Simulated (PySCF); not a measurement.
Input of a run (PBE0-D3(BJ)/def2-SVP geometry optimisation, gas phase (PySCF 2.14.0)), started from GFN2-xTB:
```
{"job": {"xc": "PBE0", "basis": "def2-SVP", "d3": "d3bj", "grid": 1, "maxiter": 40, "shake": 0.03, "kind": "geom"}, "charge": 0, "multiplicity": 1}
B      0.074410    -0.082540     0.014340
N      1.385380     0.190840    -0.011480
C      2.516440     0.011750    -0.046630
O      3.824630    -0.068110    -0.046080
N     -0.871330     1.072640    -0.015940
C     -1.314950     2.211740     0.018810
O     -1.775970     3.228310     0.036930
N     -0.453290    -1.298980    -0.019940
C     -1.288530    -2.194840     0.052370
O     -1.972120    -3.147560     0.022040
```

Output (energies in Eh, forces in Eh/bohr):
```
step   0  E = -528.21643313  max force = 0.292050
step   1  E = -528.27539660  max force = 0.024217
step   2  E = -528.27664172  max force = 0.004953
step   3  E = -528.27673597  max force = 0.002088
step   4  E = -528.27676216  max force = 0.001078
step   5  E = -528.27677298  max force = 0.001378
step   6  E = -528.27678647  max force = 0.001294
step   7  E = -528.27682461  max force = 0.001662
step   8  E = -528.27683121  max force = 0.001501
step   9  E = -528.27683084  max force = 0.000633
step  10  E = -528.27682946  max force = 0.000784
step  11  E = -528.27682976  max force = 0.000705
step  12  E = -528.27683019  max force = 0.000496
step  13  E = -528.27683035  max force = 0.000349
optimisation converged
```

Q: Summarise the run.

A: The energy falls by 37.9 kcal/mol over 14 energy and gradient evaluations, the largest force component goes from 0.2920 to 3.5e-04 Eh/bohr, and the atoms move by 0.064 Å rms after alignment. The bond that changes most is C3–O4 (ends: carbon bonded to N and O; oxygen bonded to C), which shortens by 0.146 Å. Bonds longer at the end by more than 0.005 Å: 4 of 9; shorter: 5. Among the angles that change most is N8–C9–O10, from 171.2° to 177.2°. Among the dihedrals that turn most is N5–B1–N8–C9, from -16° to 2°. The energy rose by more than 1e-6 Eh at step 10. The first step brought 98 % of the lowering.

Q: What are the final bond lengths?

A: B1–N2 1.420 Å, B1–N5 1.421 Å, B1–N8 1.421 Å, N2–C3 1.198 Å, C3–O4 1.164 Å, N5–C6 1.199 Å, C6–O7 1.164 Å, N8–C9 1.200 Å, C9–O10 1.164 Å. Numbering counts from 1 in the input's order; the species is B(NCO)3 (`O=C=NB(N=C=O)N=C=O`).

The run used 140 basis functions and 96 SCF cycles in all.

No PBE0-D3(BJ)/def2-SVP frequencies stand behind this structure, so it isn't proved a minimum. One conformer, not necessarily the lowest.
